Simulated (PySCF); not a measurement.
3-cyclohexen-1-ol, C₆H₁₀O.
Atom-mapped SMILES: `[OH:1][C@H:2]1[CH2:3][CH:4]=[CH:5][CH2:6][CH2:7]1` (hydrogens: H8 on O1; H9 on C2; H10, H11 on C3; H12 on C4; H13 on C5; H14, H15 on C6; H16, H17 on C7)

Cartesian coordinates in Å at the PBE0-D3(BJ)/def2-SVP level; atoms count from 1:
```
atom  x, y, z in Å
O1     1.821   -1.154    0.313
C2     0.663   -0.371    0.456
C3     0.854    1.038   -0.098
C4    -0.431    1.809   -0.171
C5    -1.636    1.240   -0.052
C6    -1.833   -0.234    0.141
C7    -0.565   -1.024   -0.166
H8     1.988   -1.256   -0.631
H9     0.498   -0.295    1.545
H10    1.598    1.577    0.512
H11    1.303    0.967   -1.109
H12   -0.361    2.890   -0.325
H13   -2.532    1.869   -0.095
H14   -2.667   -0.588   -0.487
H15   -2.156   -0.425    1.182
H16   -0.416   -1.071   -1.261
H17   -0.643   -2.062    0.192
```

The calculation used PySCF 2.14.0, density-fitted response routines, TDDFT PBE0/def2-SVPD, vertical, gas phase, core orbitals frozen in the response.

```tsv
state	E (eV)	λ (nm)	f	main configurations (H = HOMO, L = LUMO)
S1	6.52	190.1	0.042	H→L (54%), H→L+1 (39%)
S2	6.76	183.4	0.011	H-1→L (84%)
S3	6.91	179.4	0.077	H→L+2 (47%), H→L (27%), H→L+1 (12%)
S4	7.15	173.3	0.051	H→L+2 (33%), H→L+1 (26%), H-1→L+1 (12%)
S5	7.31	169.7	0.059	H-1→L+1 (38%), H-1→L+2 (25%), H→L+3 (11%)
S6	7.49	165.6	0.032	H→L+3 (69%), H→L+4 (18%)
S7	7.61	163.0	0.050	H→L+4 (68%), H-1→L+2 (10%)
S8	7.65	162.0	0.0036	H-1→L+2 (43%), H-1→L+1 (41%)
S9	7.78	159.3	0.0018	H-2→L (85%)
S10	7.91	156.7	0.0024	H→L+5 (92%)
```

Triplets (Tamm–Dancoff): T1 4.25 eV, H→L (78%), H→L+1 (15%); T2 6.48 eV, H→L+1 (71%), H→L (11%), H→L+2 (10%); T3 6.59 eV, H-1→L (76%), H-1→L+2 (9%); T4 6.95 eV, H→L+2 (68%).

The lowest singlet comes at 190 nm (629 kJ/mol) in the vacuum ultraviolet; it is of moderate strength; its leading configuration is HOMO→LUMO (54%). The strongest level in the table is S3 at 6.91 eV (179 nm, f = 0.077). Löwdin shares by element: HOMO carbon 82% or more (atoms not listed hold the other 18%); LUMO carbon 63% or more (atoms not listed hold the other 37%). Orbital energies (eV): HOMO-3 -9.55, HOMO-2 -8.84, HOMO-1 -7.76, HOMO -7.08, LUMO 0.28, LUMO+1 0.79, LUMO+2 0.96. The listed states span 1.39 eV. Weighted by f, the mean energy of these states is 7.15 eV. No computed singlet lies in the visible range (380 to 750 nm); the lowest, at 190 nm, stands 3.26 eV above its violet end (3.26 eV). All these states lie below the vertical ionisation energy of 9.10 eV (ΔSCF). Singlets were solved by full linear response, triplets in the Tamm–Dancoff approximation.

One conformer stands for the species.
